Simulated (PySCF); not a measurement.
These are PySCF with B3LYP-D3(BJ)/def2-TZVP values and carry that method's errors. All species are isolated molecules in the gas phase. One relaxed conformer stands for a flexible species; it need not be the lowest. B3LYP has the VWN-RPA correlation part, as in Gaussian. Excitations are Tamm–Dancoff values on a coarser integration grid. The basis has no diffuse functions, so Rydberg states are missing or too high.

Reference species (SMILES): `C=CCC=O` (C–C–C–C torsion -120°, C–C–C–O torsion 131°) (neutral, multiplicity 1).

The HOMO–LUMO gap is 5.92 eV, the S1 oscillator strength comes out as 0.003 and the LUMO is -1.17 eV. The S1–T1 gap (TDA) comes out as 0.62 eV.

Changed species: `C/C=C/C=O` (C–C–C–O torsion 0°).

Problem. What does the change do to the HOMO–LUMO gap, S1 oscillator strength, LUMO and S1–T1 gap (TDA)?

Solution. the HOMO–LUMO gap falls by 0.80 eV, to 5.12 eV; the S1 oscillator strength stays essentially unchanged; the LUMO falls by 0.82 eV, to -1.99 eV; the S1–T1 gap (TDA) drops by 0.13 eV, to 0.49 eV.
